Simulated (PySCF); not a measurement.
Excitations are Tamm–Dancoff values on a coarser integration grid. The basis has no diffuse functions, so Rydberg states are missing or too high.

Z-matrix (Å, degrees):
```
In
O 1 1.9746
H 2 0.9605 1 114.96
S 1 2.3634 2 114.60 3 179.99
H 4 1.3415 1 92.53 2 0.02
S 1 2.3722 2 119.55 3 -0.02
H 6 1.3402 1 93.96 2 179.98
```
Charge 0, multiplicity 1.

Task: Give the HOMO, brightest of the four lowest singlets (TDA), S1–T1 gap (TDA), S1 excitation (TDA) and dipole moment at the level CAM-B3LYP-D3(BJ)/def2-TZVP (PySCF).

Result: 
The HOMO is -8.95 eV. The brightest of the four lowest singlets (TDA) is 6.07 eV and the S1–T1 gap (TDA) is 0.38 eV. The S1 excitation (TDA) comes out as 4.77 eV and the dipole moment is 0.69 D.
